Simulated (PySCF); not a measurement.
C9H6N (doublet state).
Structure used (GFN2-xTB), in Å, numbered top down from 1:
```
atom  x, y, z in Å
C1     2.8626   -0.6636   -1.0260
C2     1.9912   -1.2627   -0.2701
C3     0.8731   -0.6364    0.4154
C4    -0.1323   -1.0770    1.1850
C5    -0.7496    0.2892    1.3425
C6    -1.6576    0.6861    0.1833
C7    -3.0376    0.5545    0.0355
N8    -4.1779    0.4483   -0.0546
C9    -0.6440    1.1349   -0.5748
C10    0.4114    0.8126    0.4478
H11    3.0928    0.3152   -1.3753
H12    2.0485   -2.3346   -0.1024
H13   -0.4502   -2.0373    1.5418
H14   -0.9797    0.6640    2.3326
H15   -0.5765    1.5370   -1.5680
H16    1.1181    1.5787    0.7433
```

The hyperfine couplings belong to this conformer and change with its torsions.

As a line formula: `[C@@H]12C=C(/C=[C]\[H])[C@H]2C=C1C#N` [radical].

Computed, not measured: PySCF, UKS B3LYP, pcH-1 on C H N, non-relativistic, mean-field spin-orbit, GIAO. The structure is a single GFN2-xTB conformer in the gas phase; no vibrational or solvent corrections. Couplings are sensitive to structure, and on GFN2-xTB geometries they can be far from those on DFT ones. The SCF solution wasn't tested for stability.

Q: Where do the isotropic ENDOR lines of H12, H11, H14, H13 and H16 fall at 1208.4 mT, to first order?

A: ν± = |νn ± a/2|, one line for each electron-spin manifold; νn = |g_N| × 7.62259 MHz/T × B.

```
nuclei  isotope     g_N  νn (MHz)  a_iso (MHz)  lower line (MHz)  upper line (MHz)
   H12       1H  5.5857     51.45       120.70              8.90            111.80
   H11       1H  5.5857     51.45        33.13             34.89             68.01
   H14       1H  5.5857     51.45        -3.11             49.90             53.00
   H13       1H  5.5857     51.45         3.05             49.92             52.98
   H16       1H  5.5857     51.45         1.42             50.74             52.16
```

Q: Which pairs are centred on the nuclear Larmor frequency, and which on half the coupling?

A: Centred on νn, since |a| < 2νn: H11, H14, H13 and H16. Centred on |a|/2 and split by 2νn: H12.
